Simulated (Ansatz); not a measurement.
Relaxation of Si(SiH3)4 (Si₅H₁₂) with RKS r2SCAN-D4/def2-SVP.

```sh
$ ansatz run in.yaml --threads 4 --pin off --events-out ev --progress --plain --max-ram 4787MiB
```

```yaml
crystal:
  periodic: [false, false, false]
  atoms:
    - {symbol: Si, position_ang: [0.000320, 0.005460, -0.001640]}
    - {symbol: Si, position_ang: [-0.005060, -0.012740, 2.344440]}
    - {symbol: Si, position_ang: [2.209430, 0.007640, -0.785380]}
    - {symbol: Si, position_ang: [-1.113340, 1.922350, -0.764720]}
    - {symbol: Si, position_ang: [-1.090820, -1.912220, -0.795130]}
    - {symbol: H, position_ang: [0.857240, -1.059530, 2.897830]}
    - {symbol: H, position_ang: [-1.341070, -0.244830, 2.898650]}
    - {symbol: H, position_ang: [0.463500, 1.251210, 2.917460]}
    - {symbol: H, position_ang: [2.282090, 0.112160, -2.244480]}
    - {symbol: H, position_ang: [2.926120, -1.217990, -0.424710]}
    - {symbol: H, position_ang: [2.998690, 1.119810, -0.252410]}
    - {symbol: H, position_ang: [-2.515030, 1.959880, -0.340990]}
    - {symbol: H, position_ang: [-1.122280, 2.023990, -2.225790]}
    - {symbol: H, position_ang: [-0.501120, 3.157870, -0.270370]}
    - {symbol: H, position_ang: [-0.605570, -3.134610, -0.150180]}
    - {symbol: H, position_ang: [-0.905960, -2.105930, -2.235150]}
    - {symbol: H, position_ang: [-2.537150, -1.872510, -0.567430]}
basis:
  gaussian: {orbitals: def2-SVP}
hamiltonian: {xc: r2scan, dispersion: d4}
scf: {lower_state_search: "off"}
output: {orbitals: {seedname: orbitals}}
relax: {f_tol: 0.02, max_steps: 100}
```

It took 24 s on 4 threads of Arm Neoverse V2 on a shared host.

Positions (Å) and forces (eV/Å) at steps 1, 2, 4, 5, 7, 8 of 8:

```xyz
17
step=1 energy=-39567.3840 eV
Si    0.000    0.005   -0.002   -0.006    0.009    0.016
Si   -0.005   -0.013    2.344   -0.002    0.000   -0.229
Si    2.209    0.008   -0.785   -0.210   -0.007    0.076
Si   -1.113    1.922   -0.765    0.106   -0.181    0.070
Si   -1.091   -1.912   -0.795    0.103    0.178    0.072
H     0.857   -1.060    2.898    0.397   -0.493    0.063
H    -1.341   -0.245    2.899   -0.623   -0.101    0.066
H     0.464    1.251    2.917    0.225    0.591    0.071
H     2.282    0.112   -2.244   -0.149    0.049   -0.618
H     2.926   -1.218   -0.425    0.157   -0.566    0.236
H     2.999    1.120   -0.252    0.192    0.529    0.318
H    -2.515    1.960   -0.341   -0.561   -0.142    0.262
H    -1.122    2.024   -2.226    0.086   -0.114   -0.623
H    -0.501    3.158   -0.270    0.381    0.416    0.292
H    -0.606   -3.135   -0.150    0.320   -0.416    0.360
H    -0.906   -2.106   -2.235    0.169    0.069   -0.611
H    -2.537   -1.873   -0.567   -0.584    0.176    0.180
17
step=2 energy=-39567.5414 eV
Si    0.000    0.006   -0.001    0.002   -0.003    0.001
Si   -0.005   -0.014    2.344   -0.003    0.006   -0.251
Si    2.210    0.010   -0.782   -0.237    0.000    0.083
Si   -1.113    1.922   -0.767    0.119   -0.203    0.084
Si   -1.092   -1.913   -0.795    0.116    0.205    0.083
H     0.887   -1.106    2.827    0.033   -0.053    0.094
H    -1.394   -0.249    2.831   -0.064   -0.005    0.099
H     0.488    1.299    2.846    0.027    0.053    0.098
H     2.199    0.118   -2.268    0.072    0.003   -0.092
H     2.872   -1.262   -0.375    0.103   -0.057   -0.003
H     2.944    1.167   -0.199    0.102    0.057    0.002
H    -2.526    1.886   -0.295   -0.098    0.062   -0.003
H    -1.081    1.951   -2.257   -0.035    0.059   -0.091
H    -0.431    3.130   -0.225   -0.005    0.115   -0.004
H    -0.542   -3.110   -0.100   -0.004   -0.118    0.001
H    -0.864   -2.037   -2.263   -0.031   -0.063   -0.095
H    -2.552   -1.797   -0.520   -0.096   -0.058   -0.006
17
step=4 energy=-39567.5597 eV
Si    0.000    0.001   -0.001    0.000    0.001    0.000
Si   -0.015   -0.016    2.346    0.000    0.000   -0.001
Si    2.216    0.018   -0.769    0.000    0.000    0.001
Si   -1.113    1.916   -0.776    0.000   -0.001    0.000
Si   -1.089   -1.917   -0.801    0.001    0.000    0.000
H     0.804   -1.158    2.857   -0.004   -0.003    0.000
H    -1.413   -0.161    2.855   -0.001    0.004    0.000
H     0.559    1.260    2.875    0.003   -0.001    0.000
H     2.243    0.097   -2.262    0.001   -0.001    0.001
H     2.921   -1.230   -0.341    0.001    0.001    0.002
H     2.950    1.197   -0.213   -0.001    0.001   -0.001
H    -2.529    1.920   -0.294    0.000    0.000    0.000
H    -1.115    1.944   -2.271   -0.001   -0.001    0.000
H    -0.431    3.148   -0.272    0.000    0.000   -0.001
H    -0.486   -3.144   -0.196    0.003   -0.001   -0.004
H    -0.960   -2.003   -2.289   -0.003    0.002   -0.001
H    -2.541   -1.871   -0.448    0.001   -0.002    0.004
17
step=5 energy=-39567.5603 eV
Si    0.000   -0.002    0.000    0.004   -0.003   -0.001
Si   -0.026   -0.016    2.347   -0.002   -0.005    0.029
Si    2.222    0.025   -0.756   -0.020    0.001    0.013
Si   -1.114    1.911   -0.783    0.014   -0.024    0.007
Si   -1.083   -1.922   -0.808   -0.022   -0.041   -0.017
H     0.704   -1.220    2.863   -0.035    0.057   -0.015
H    -1.439   -0.056    2.848    0.067    0.003   -0.016
H     0.641    1.218    2.876   -0.029   -0.054   -0.012
H     2.259    0.065   -2.251    0.003   -0.001    0.001
H     2.943   -1.200   -0.289   -0.002    0.005   -0.002
H     2.929    1.231   -0.225    0.004   -0.003   -0.005
H    -2.522    1.930   -0.282   -0.007    0.002    0.000
H    -1.134    1.918   -2.278   -0.001    0.004   -0.005
H    -0.417    3.145   -0.306    0.000    0.005    0.002
H    -0.399   -3.156   -0.297   -0.049    0.075   -0.038
H    -1.052   -1.937   -2.309   -0.008   -0.008    0.093
H    -2.512   -1.935   -0.351    0.083   -0.012   -0.033
17
step=7 energy=-39567.5613 eV
Si    0.000    0.000    0.000    0.003   -0.009    0.000
Si   -0.025   -0.016    2.346    0.009   -0.002   -0.005
Si    2.220    0.022   -0.760   -0.003    0.014    0.012
Si   -1.113    1.912   -0.780    0.003   -0.009   -0.008
Si   -1.081   -1.921   -0.806   -0.012    0.012    0.001
H     0.719   -1.206    2.861    0.000   -0.003    0.004
H    -1.431   -0.073    2.851   -0.003    0.001   -0.003
H     0.625    1.222    2.876    0.002    0.002    0.003
H     2.257    0.066   -2.254   -0.004   -0.002   -0.005
H     2.940   -1.205   -0.298   -0.002   -0.005    0.003
H     2.930    1.224   -0.226    0.010    0.004   -0.002
H    -2.526    1.926   -0.289   -0.004   -0.002    0.003
H    -1.125    1.926   -2.275   -0.001    0.003   -0.006
H    -0.424    3.148   -0.295    0.004    0.001    0.004
H    -0.416   -3.153   -0.281    0.005    0.003    0.002
H    -1.037   -1.950   -2.301   -0.001   -0.001   -0.002
H    -2.511   -1.923   -0.368   -0.005   -0.008   -0.001
17
step=8 energy=-39567.5616 eV
Si    0.000   -0.001    0.000    0.002    0.001   -0.001
Si   -0.026   -0.016    2.346   -0.001    0.001   -0.006
Si    2.220    0.023   -0.757   -0.005    0.001    0.001
Si   -1.113    1.911   -0.782    0.003   -0.004    0.002
Si   -1.081   -1.920   -0.807    0.003    0.006    0.002
H     0.702   -1.215    2.863    0.000   -0.002    0.000
H    -1.435   -0.056    2.846   -0.002    0.000    0.002
H     0.637    1.215    2.877    0.002    0.002    0.002
H     2.256    0.058   -2.252    0.000   -0.001   -0.006
H     2.940   -1.200   -0.288    0.002   -0.005    0.003
H     2.933    1.229   -0.233    0.001    0.005    0.002
H    -2.525    1.926   -0.288   -0.006   -0.001    0.002
H    -1.128    1.928   -2.277    0.002   -0.002   -0.006
H    -0.423    3.146   -0.295    0.003    0.005    0.003
H    -0.400   -3.149   -0.296   -0.001   -0.002   -0.001
H    -1.051   -1.940   -2.302   -0.002   -0.002   -0.001
H    -2.507   -1.938   -0.355    0.000   -0.002    0.000
```
